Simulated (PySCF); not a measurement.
Molecular orbitals of NaSb

HSE06 at R = 2.936 Å; basis Na cc-pVDZ, Sb cc-pVDZ-PP with ECP28; scalar-relativistic core potentials; PySCF 2.14. State: ³Σ⁻ (triplet), unpaired electrons π ↑↑. Only the outer orbitals are listed, counted within each symmetry, core potentials removing the inner ones.

```
spin  orbital  occ.  ε (eV)  on Na (%)            main shells (%)
   α       3π     1  -31.84        100                   100 Na p
   α       3π     1  -31.84        100                   100 Na p
   α       6σ     1  -31.80        100                   100 Na p
   α       7σ     1  -13.05          3                    97 Sb s
   α       4π     1   -4.76          5                    95 Sb p
   α       4π     1   -4.76          5                    95 Sb p
   α       8σ     1   -4.62         22           77 Sb p, 19 Na s
   α       9σ     0   -1.88         91  73 Na s, 18 Na p, 10 Sb p
   α       5π     0   -0.31         98                    97 Na p
   α       5π     0   -0.31         98                    97 Na p
   β       3π     1  -31.84        100                   100 Na p
   β       3π     1  -31.84        100                   100 Na p
   β       6σ     1  -31.81        100                   100 Na p
   β       7σ     1  -11.33          7                    93 Sb s
   β       8σ     1   -4.00         35           64 Sb p, 32 Na s
   β       4π     0   -2.26         17           83 Sb p, 15 Na p
   β       4π     0   -2.26         17           83 Sb p, 15 Na p
   β       9σ     0   -1.90         82  57 Na s, 25 Na p, 18 Sb p
```

Q: Which are the highest filled and the lowest empty level, where do they sit, and how wide is the gap?

A: Highest filled β 8σ at -4.00 eV (in %: 64 Sb p, 32 Na s); lowest empty β 4π at -2.26 eV (in %: 83 Sb p, 15 Na p); the gap at HSE06 is 1.74 eV.

```json
{
 "bond order (Mayer)": "1.08",
 "⟨S²⟩": "2.024",
 "charge on Na (Mulliken, basis-dependent)": "0.24",
 "charge on Na (Löwdin, basis-dependent)": "0.22",
 "dipole moment (positive dipole means Na(−)Sb(+))": "-6.43 D"
}
```

Spin–orbit coupling is left out. The state is the lowest determinant that a PBE0 search found; another state may lie lower at other levels.
